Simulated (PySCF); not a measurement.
**Finite-field polarisability of K (potassium, neutral)**

[Ar] 4s1, 2S determinant. Calculation: PySCF 2.14, in x2c-TZVPPall with one added diffuse shell each of s, p, d type (7s5p4d, 42 functions); scalar relativity by spin-free X2C-1e. Frozen: [Ne]. Energy changes in a uniform field (μhartree):

| axis | F (au) | HF | MP2 | CCSD | CCSD(T) |
| --- | --- | --- | --- | --- | --- |
| x | 0.00073 | -99.302 | -73.192 | -78.308 | -77.030 |
| x | 0.00146 | -397.906 | -293.582 | -313.857 | -308.748 |

(1) Derive α along x at CCSD(T) from the two fields.

(2) And the mean polarisability at each level?

Results:

(1) With ΔE = −αF²/2 − γF⁴/24, α = −(16 ΔE(F) − ΔE(2F))/(6F²) = 288.9 bohr³.

(2) HF 372.5, MP2 274.4, CCSD 293.7, CCSD(T) 288.9 bohr³. Reference: 289.7 ± 0.3 bohr³ (recommended; Schwerdtfeger and Nagle, table of static dipole polarizabilities (2023 update)).
